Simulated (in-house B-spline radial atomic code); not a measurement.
Computed with a B-spline radial atomic code. Model: two electrons, singlet ground state, non-relativistic, full CI in B-splines with partial waves to l = 8 (at full coupling up to 3e-4 hartree above the limit, correlation up to 0.6 % small), density held at that of full coupling by Lieb maximisation.

W(λ) is the mean repulsion in the state of coupling λ less the Hartree energy of the fixed density. Its start is exact exchange, its initial slope is twice the second-order Görling-Levy correlation energy, and its area from 0 to 1 is E_xc. A straight curve means weak, dynamic correlation, and a curve that drops fast and flattens means strong correlation.

Command:
```bash
python run_ac.py task.json out
```
Settings (lengths in bohr, energies in hartree):
```
potential              dot
strength               0.913
lmax                   8
second                 2
```

Time taken, with all properties: 15 s on 1 thread of Intel(R) Xeon(R) Processor @ 2.30GHz, on a shared host.

**W = mean repulsion less Hartree energy, and W of three functionals.**

Given: confinement charge in harmonic well; well frequency 0.913 hartree; nuclear charge 2; external potential omega^2 r^2/2 - Z/r.

Computed: LDA exchange minus exact 180.48 millihartree; SCAN exchange minus exact 2.7667 millihartree.

```tsv
coupling	W xc (hartree)	W xc minus exchange (millihartree)	kinetic minus Kohn-Sham (millihartree)	LDA (PW92) W minus its exchange (millihartree)	PBE W minus its exchange (millihartree)	SCAN W minus its exchange (millihartree)
0	-1.2511	0	0	0	0	0
0.02	?	?	?	?	?	?
0.05	-1.2557	-4.569	0.11	-25.53	-5.09	-4.57
0.12	-1.2619	-10.828	0.65	-49.21	-12.23	-10.72
0.25	?	?	?	?	?	?
0.4	-1.2855	-34.356	6.71	-113.12	-39.58	-33.36
0.6	-1.3009	-49.817	14.42	-146.35	-57.63	-48.04
0.8	-1.3154	-64.275	24.53	-174.26	-74.48	-61.69
1	-1.3289	-77.824	36.71	-198.51	-90.21	-74.45
1.4	-1.3536	-102.5	66.22	-239.38	-118.74	-97.7
2	-1.3855	-134.45	120.26	-288.08	-155.53	-127.95
3	-1.4285	-177.37	226.63	-349.14	-205.04	-169.13
4.5	-1.4762	-225.15	403.79	-414.32	-261	-216.09
7	-1.5297	-278.6	705.99	-486.98	-326.08	-270.32
10	-1.5707	-319.61	1050.2	-544.61	-379.11	-313.03
```

(1) What belongs in the row 0.02?

(2) What belongs in the row 0.25?

(3) What is the PBE exchange minus exact?

**Energy parts, natural occupations and partial-wave weights.**

Computed: exchange energy -1.2511 hartree; correlation energy -0.041118 hartree; kinetic part of the DFT correlation energy 0.036705 hartree; initial slope twice GL2 -0.092229 hartree; Hartree energy 2.5022 hartree; Kohn-Sham kinetic 3.9143 hartree; Lieb Oxford ratio E_xc over LDA exchange 1.207.

| natural | occupation of the shell (electrons) |
| --- | --- |
| s | 1.99 |
| p | ? |
| s | 0.0027639 |
| d | 0.00028863 |
| p | 0.00016046 |
| s | 4.4139e-05 |

(4) What belongs in the row p?

```tsv
wave	weight
s	0.99643
p	0.0033867
d	0.00015797
f	?
g	4.9933e-06
```

(5) What belongs in the row f?

(6) What is the total energy?

(7) What is the kinetic part over minus potential part?

Results:

(1) W xc (hartree): -1.2529; W xc minus exchange (millihartree): -1.838; kinetic minus Kohn-Sham (millihartree): 0.02; LDA (PW92) W minus its exchange (millihartree): -12.4; PBE W minus its exchange (millihartree): -2.03; SCAN W minus its exchange (millihartree): -1.85.

(2) W xc (hartree): -1.2731; W xc minus exchange (millihartree): -22.041; kinetic minus Kohn-Sham (millihartree): 2.71; LDA (PW92) W minus its exchange (millihartree): -82.65; PBE W minus its exchange (millihartree): -25.22; SCAN W minus its exchange (millihartree): -21.58.

(3) 32.846 millihartree.

(4) occupation of the shell (electrons): 0.0065997.

(5) weight: 2.1643e-05.

(6) -2.1875 hartree.

(7) 0.47165.

Half-way to full coupling W has made 54 % of its drop, against 50 % for a straight line, and second-order (GL2) theory, half the initial slope, overshoots the correlation energy by about 12 %: a moderate bend, as in light atoms. Over couplings 0 to 1 the errors in E_xc come to about +100 millihartree for LDA, +26 millihartree for PBE, +4.2 millihartree for SCAN, so SCAN is nearest. In LDA and PBE the errors of exchange and correlation have opposite signs, so the sum is smaller than the larger of the two.
